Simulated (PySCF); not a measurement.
**SiF₄ + O₂ → SiO₂ + 2 F₂**

Level: B3LYP in the def2-TZVP basis family, all electrons, no relativity, computed in PySCF with density fitting; open shells unrestricted.

```csv
species,state and structure,E (Eh),ZPE (kJ/mol),H(298 K) − H(0) (kJ/mol),S° (J/(mol K))
SiF₄,"singlet, Td, Si–F 1.567 Å (×4)",-689.35762,33.1,15.4,283.4
O₂,"triplet, D∞h, O–O 1.204 Å",-150.38977,9.8,8.7,205.0
SiO₂,"singlet, D∞h, Si–O 1.510 Å (×2)",-440.04460,18.1,11.0,231.7
F₂,"singlet, D∞h, F–F 1.396 Å",-199.59957,6.3,8.8,202.2
```

Question: What is the electronic reaction energy?

Answer: At B3LYP/def2-TZVP, ΔE = 1322.3 kJ/mol from the differences of the total energies times 2625.5, uphill. 

Question: Add zero-point, thermal and entropy terms for 298.15 K and 1 bar.

Answer: ΔZPE = -12.2 and Δ[H(298) − H(0)] = 4.5 kJ/mol give ΔH° = 1314.6 kJ/mol. ΔS° = 147.7 J/(mol K), so ΔG° = 1314.6 − 298.15 × (0.1477) = 1271 kJ/mol.

Only the bonding shown was studied: isomers, or loss of a ligand pair, can lie lower.
